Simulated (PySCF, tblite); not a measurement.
Isomers of C6H12P2, one GFN2-xTB conformer each. Single-point energies are computed at PBE0/pcSseg-1 (PySCF, gas phase, no added dispersion term), electronic only.

| SMILES | GFN2-xTB relative energy (kJ/mol) |
| --- | --- |
| C=C/C(C)=P/P(C)C | 110.3 |
| C#CCP(C)P(C)C | 158.2 |
| C#CP(P)C(C)(C)C | 138.6 |
| PCPC1=CCCC1 | 68.7 |
| CP(P)C1=CCCC1 | 0.0 |

Conformers: `[CH2:1]=[CH:2]/[C:3]([CH3:4])=[P:5]/[P:6]([CH3:7])[CH3:8]` with C1–C2–C3–C4 -2°, C3–P5–P6–C7 90°; `[CH:1]#[C:2][CH2:3][P:4]([CH3:5])[P:6]([CH3:7])[CH3:8]` with C2–C3–P4–C5 -70°, C3–P4–P6–C7 -83°; `[CH:1]#[C:2][P:3]([PH2:4])[C:5]([CH3:6])([CH3:7])[CH3:8]` with C2–P3–P4–H -161° and -69°; `[PH2:1][CH2:2][PH:3][C:4]1=[CH:5][CH2:6][CH2:7][CH2:8]1` with H–P1–C2–P3 -44° and 48°, P1–C2–P3–C4 -168°, C2–P3–C4–C5 114°, C4–C5–C6–C7 13°, C5–C6–C7–C8 -21°, C6–C7–C8–C4 21°, P3–C4–C8–C7 172°; `[CH3:1][P:2]([PH2:3])[C:4]1=[CH:5][CH2:6][CH2:7][CH2:8]1` with C1–P2–P3–H 175° and 83°, C1–P2–C4–C5 115°, C4–C5–C6–C7 -12°, C5–C6–C7–C8 18°, C6–C7–C8–C4 -18°, P2–C4–C8–C7 -165°.

Problem. What does PBE0/pcSseg-1 give for the same structures?

Solution. 
```
          SMILES  PBE0/pcSseg-1 E (Eh)  PBE0/pcSseg-1 (kJ/mol)  GFN2-xTB (kJ/mol)  point group
   CP(P)C1=CCCC1            -917.94248                     0.0                0.0           C1
     PCPC1=CCCC1            -917.92820                    37.5               68.7           C1
C=C/C(C)=P/P(C)C            -917.92581                    43.8              110.3           C1
   C#CCP(C)P(C)C            -917.89815                   116.4              158.2           C1
 C#CP(P)C(C)(C)C            -917.88862                   141.4              138.6           C1
```

Both levels put the same isomer lowest; measured from each level's own lowest isomer, the values differ by up to 66.5 kJ/mol (C=C/C(C)=P/P(C)C: 110.3 against 43.8). As drawn, the lowest has a C=C bond outside aromatic rings, which the highest lacks; the highest has a C≡C bond, which the lowest lacks. Neighbours under 10 kJ/mol apart (PCPC1=CCCC1 and C=C/C(C)=P/P(C)C) can change places with a better method, another conformer or zero-point energy.

Problem. Which frontier levels, dipoles and rotational constants go with these structures?

Solution. 
```csv
SMILES,"HOMO (eV, PBE0/pcSseg-1)",LUMO (eV),dipole (D),"A, B, C (MHz)"
CP(P)C1=CCCC1,-6.16,0.15,0.92,"2533, 915.6, 741.4"
PCPC1=CCCC1,-6.50,-0.10,1.76,"3893, 590.4, 566.1"
C=C/C(C)=P/P(C)C,-6.21,-2.09,1.14,"3215, 736.0, 669.6"
C#CCP(C)P(C)C,-6.23,0.12,0.94,"2819, 809.6, 688.9"
C#CP(P)C(C)(C)C,-6.45,-0.33,0.74,"1610, 1331, 936.1"
```

Problem. What happens when harmonic zero-point energies from GFN2-xTB frequencies are added?

Solution. 
```
          SMILES  ZPE (kJ/mol)  electronic (kJ/mol)  with ZPE (kJ/mol)
   CP(P)C1=CCCC1         421.6                  0.0                0.0
     PCPC1=CCCC1         417.2                 37.5               33.1
C=C/C(C)=P/P(C)C         422.0                 43.8               44.2
   C#CCP(C)P(C)C         414.1                116.4              108.9
 C#CP(P)C(C)(C)C         413.2                141.4              133.1
```

The zero-point energies span 8.8 kJ/mol. The order is unchanged.
